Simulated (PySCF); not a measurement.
## Computed structure and properties of DyF3(H2O)

System: DyF3(H2O) (singlet in the valence; each metal's 4f electrons, 9 of them, lie in its core potential, out of spins and levels); start: template (Cs). Method: PySCF 2.14.0, RKS PBE0, Dy lcecp-1-SVP with ECP55, F def2-SVP, O def2-SVP, H def2-SVP; non-relativistic Hamiltonian with scalar-relativistic core potentials where named; density fitting; no spin-orbit coupling.

Input of the relaxation:

```python
mol = gto.M(atom='''
Dy     0.01355    -0.01355     0.01355
F      1.21885     1.19175     1.21885
F     -1.19175    -1.21885     1.21885
F      1.21885    -1.21885    -1.19175
O     -1.39955     1.39955    -1.39955
H     -1.74015     2.28465    -1.19565
H     -1.74015     1.19565    -2.28465''',
    basis={'Dy': 'lcecp-1-SVP', 'F': 'def2-SVP', 'O': 'def2-SVP', 'H': 'def2-SVP'},
    ecp={'Dy': 'lcecp-1-SVP'},
    charge=0, spin=0)
mf = dft.RKS(mol, xc='PBE0')
mf.grids.atom_grid = (50, 194)  # f atoms: unpruned, at least (60, 302)
mf = mf.density_fit()  # fitting sets: Dy AutoAux, F def2-universal-JKFIT, O def2-universal-JKFIT, H def2-universal-JKFIT
mf.conv_tol = 1e-08; mf.max_cycle = 55
mf.kernel(dm0)  # dm0: converged density of the start geometry
# quasi-Newton relaxation in Cartesian coordinates to a largest gradient under 0.00045 Eh/bohr, steps kept in the point group
```

Run from Python with OMP_NUM_THREADS=2; the lines above give its settings. Where DIIS fails, smearing, a level shift and second-order steps follow.
It took 35 s on 2 threads of Arm Neoverse V1 (shared host), from the converged density of the start.

Course of the relaxation:

| step | energy above end (eV) | largest force component within the symmetry (eV/Å) |
| --- | --- | --- |
| 0 | 0.2560 | 1.102 |
| 1 | 0.0832 | 0.452 |
| 2 | 0.0448 | 0.200 |
| 3 | 0.0219 | 0.195 |
| 4 | 0.0023 | 0.062 |
| 5 | 0.0014 | 0.051 |
| 6 | 0.0003 | 0.026 |
| 7 | 0.0002 | 0.015 |
| 8 | 0.0000 | 0.012 |
| 9 | 0.0000 | 0.018 |

Relaxed geometry (Cs):

```xyz
7

Dy    0.0799   -0.0843    0.0843
F     1.0722    1.3526    1.1156
F    -1.2993   -1.1317    1.1317
F     1.0722   -1.1156   -1.3526
O    -1.2921    1.3132   -1.3132
H    -1.6266    2.1919   -1.0940
H    -1.6266    1.0940   -2.1919
```

```json
{"contact": "Dy1–F2 (F)", "Å": "2.028"}
{"contact": "Dy1–F3 (F)", "Å": "2.024"}
{"contact": "Dy1–F4 (F)", "Å": "2.028"}
{"contact": "Dy1–O5 (H2O)", "Å": "2.406"}
```

On the finer grid (75, 302):

```
HOMO                                                          : -9.48 eV
LUMO                                                          : -1.13 eV
Dipole about the centre of mass                               : 6.73 D
Set of Mulliken populations of Dy1 outside the core potential : s 2.15, p 6.34, d 1.22, f 0.09
D3(BJ) dispersion energy (not in the energies)                : -0.086 eV
```

```tsv
atom	Mulliken (e)	Löwdin (e)	spin (e)
Dy1	1.19	0.69	0.00
F2	-0.46	-0.33	0.00
F3	-0.46	-0.32	0.00
F4	-0.46	-0.33	0.00
O5	-0.29	0.01	0.00
H6	0.24	0.14	0.00
H7	0.24	0.14	0.00
```

The 4f levels lie in the core potential and are missing. Their spin isn't counted.

On the grid (50, 194), as all that follows. Harmonic modes: a minimum within the noise of the softest modes; lowest 15 cm⁻¹ (negative: unstable), highest 3946 cm⁻¹, zero-point energy 0.782 eV.

Taking off one F (charge -1, singlet; the rest: singlet) in vacuum, both parts rigid, costs 11.16 eV; the small basis without counterpoise inflates it. Most of it is the attraction of opposite charges; other ways to part are cheaper, and one spin state was tried for the rest.

Rigid scan of F along the line from its metal:

distance to F2 (Å), energy (eV) and a bar:
```
     1.73      1.417 #########
     1.83      0.534 ####
     1.93      0.113 #
     2.03      0.000 
     2.13      0.087 #
     2.23      0.302 ##
     2.43      0.929 ######
     2.73      2.010 #############
     3.13      3.324 ######################
     3.63      4.562 ##############################
```

Taking off one H2O (charge 0, singlet; the rest: singlet) in vacuum, both parts rigid, costs 1.42 eV; the small basis without counterpoise inflates it.

Rigid scan of H2O along the line from its metal:

(distance to O5 (Å), energy (eV)): (2.11, 0.408), (2.21, 0.154), (2.31, 0.033), (2.41, 0.000), (2.51, 0.022), (2.61, 0.078), (2.81, 0.236), (3.11, 0.491), (3.51, 0.768), (4.01, 0.999)

One start shape was tried, so this needn't be the lowest isomer.

An lcecp potential fixes the number of 4f electrons, so in runs with it no electron can move into or out of that shell.
